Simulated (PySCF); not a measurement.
C4H7F3Si.
Structure used (PBE0-D3(BJ)/def2-SVP), in Å, numbered top down from 1:
```
atom  x, y, z in Å
F1    -3.034    0.268   -0.886
C2    -1.954    0.545   -0.146
F3    -1.537    1.766   -0.497
F4    -2.353    0.612    1.129
C5    -0.883   -0.499   -0.341
C6     0.327   -0.286    0.534
C7     1.637   -0.998    0.160
Si8    1.732    0.860    0.084
H9    -1.353   -1.477   -0.143
H10   -0.614   -0.484   -1.408
H11    0.090   -0.325    1.605
H12    1.630   -1.543   -0.792
H13    2.146   -1.556    0.953
H14    2.421    1.609    1.163
H15    1.728    1.501   -1.254
```

Computed with PySCF at PBE0/pcSseg-1 and CAM-B3LYP/def2-SVPD, non-relativistic, on one gas-phase PBE0-D3(BJ)/def2-SVP geometry that isn't relaxed in the solvent. The solvent is an IEF-PCM continuum (Bondi radii, 1.10 Å for H, scaled by 1.2). Only the electrostatic response of the medium enters.

Gas phase at PBE0/pcSseg-1: HOMO -7.12 eV, LUMO 0.24 eV, dipole 2.26 D.

Problem. What does the continuum do to the energy, the frontier levels and the dipole at PBE0/pcSseg-1 in cyclohexane and benzene?

Solution. 
```tsv
solvent	ε	E(solvent) − E(gas) (kcal/mol)	polarisation term (kcal/mol)	distortion of the solute (kcal/mol)	HOMO (eV)	LUMO (eV)	dipole (D)
cyclohexane	2.017	-1.16	-1.21	0.05	-6.99	0.36	2.41
benzene	2.271	-1.32	-1.38	0.06	-6.98	0.37	2.44
```

The polarisation term is half the interaction of the solute with the surface charges that it induces; the rest is the cost of distorting the solute's density. The sum is the electrostatic part of solvation alone. From cyclohexane to benzene the lowering changes by a factor 1.14, Onsager's factor (ε − 1)/(2ε + 1) by 1.14 and ε itself by 1.1.

Problem. Which radius a makes the point-dipole formula ΔE = −[(ε − 1)/(2ε + 1)]·μ²/a³ give the value in benzene, with the gas-phase dipole?

Solution. μ = 0.888 au and |ΔE| = 0.00211 Eh give a = 2.33 Å; the farthest nucleus lies 3.17 Å from the centroid of the nuclei, so such a sphere wouldn't even hold the nuclei. The formula assumes a rigid point dipole at the centre of a sphere.

Problem. Give the dipole vector in the frame of the coordinates (D, pointing from negative to positive charge), gas and benzene.

Solution. Gas (1.87, -1.26, -0.16), solvent (1.98, -1.41, -0.20). Its length changes by +8 % and its direction by 2°.

Gas phase at CAM-B3LYP/def2-SVPD: HOMO -8.42 eV, LUMO 0.92 eV, dipole 2.46 D.

Problem. What does the continuum do to the energy, the frontier levels and the dipole at CAM-B3LYP/def2-SVPD in benzene?

Solution. 
```csv
solvent,ε,E(solvent) − E(gas) (kcal/mol),polarisation term (kcal/mol),distortion of the solute (kcal/mol),HOMO (eV),LUMO (eV),dipole (D)
benzene,2.271,-1.39,-1.47,0.08,-8.26,1.07,2.68
```

Problem. How does the static polarisability (CAM-B3LYP/def2-SVPD, frozen core, with the continuum's full static response) change?

Solution. 
```
 medium  isotropic (au)  principal values (au)  ⟨r²⟩ of the electrons (bohr²)
    gas            76.7       67.4, 75.1, 87.7                         1290.3
benzene            87.0       76.8, 84.8, 99.5                         1290.4
```

The isotropic value in benzene is 1.13 times the gas-phase one; no cavity-field correction is applied. ⟨r²⟩ is taken about the centre of nuclear charge.
